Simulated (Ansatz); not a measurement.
`[OH][Hf]([OH])([I])[I]`, charge 0, multiplicity 1.

Question: Give a relaxed structure at PBE0-D4/def2-TZVP (Ansatz). (An estimate is asked.)

Answer: Computed: 
Z-matrix (Å, degrees):
```
Hf
O 1 1.890
I 1 2.729 2 108.8
O 1 1.890 2 110.8 3 119.5
I 1 2.729 2 108.8 3 -120.9
H 2 0.952 1 170.5 3 -119.4
H 4 0.952 1 170.6 2 0.1
```
Point group C2v.
